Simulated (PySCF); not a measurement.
Compound: W(CH)(OH)3, CH₄O₃W (singlet state).
Structure used (PBE0-D3(BJ)/def2-SVP), in Å, numbered top down from 1:
```xyz
9
CH4O3W angstrom
W      0.0092   -0.0093   -0.3779
C      0.0330   -0.0006    1.3671
H      0.0469    0.0069    2.4598
O      1.7794    0.3978   -0.9154
H      2.5069    0.5708   -0.3100
O     -1.2441    1.3225   -0.8742
H     -1.7404    1.8634   -0.2526
O     -0.5260   -1.7584   -0.8723
H     -0.7322   -2.4624   -0.2501
```

Method: PBE0-D3(BJ)/def2-SVP geometry optimisation, gas phase, def2 core potentials past Kr in PySCF 2.14.0.

Question: Which atoms are bound to W1, and at what distances?

Answer: 4 atoms: C2 1.745 Å, O4 1.894 Å, O8 1.895 Å, O6 1.895 Å. The nearest atom not counted as bound is H5, at 2.57 Å (others tie with it).

Question: List the angles at W1.

Answer: 
| angle | degrees | distance of the outer atoms (Å) |
| --- | --- | --- |
| O6–W1–O8 | 113.2 | 3.16 |
| O4–W1–O6 | 113.1 | 3.16 |
| O4–W1–O8 | 112.9 | 3.16 |
| C2–W1–O4 | 105.7 | 2.90 |
| C2–W1–O8 | 105.6 | 2.90 |
| C2–W1–O6 | 105.5 | 2.90 |

Question: What is the shape at W1?

Answer: Distorted tetrahedral: angles from 105.5° to 113.2°; τ4 = (360° − α − β)/141° = 0.95 with α and β the two widest (0 for a square, 1 for a tetrahedron).

Question: What are the other bond lengths?

Answer: C2–H3 1.093 Å; O4–H5, O6–H7, O8–H9 0.962 Å.

Question: What are the rotational constants (commonest isotopes, rigid rotor)?

Answer: A = 3443, B = 3433, C = 2813 MHz: an oblate symmetric top.

Point group: C3v (tolerance 0.08 Å). Charge 0, singlet. Whether it is a minimum is left open (no frequencies).

Time: 46 s wall; peak memory 0.42 GiB. Hardware: AMD EPYC 7R43, one thread, no GPU (shared host). That covers the optimisation of the geometry.
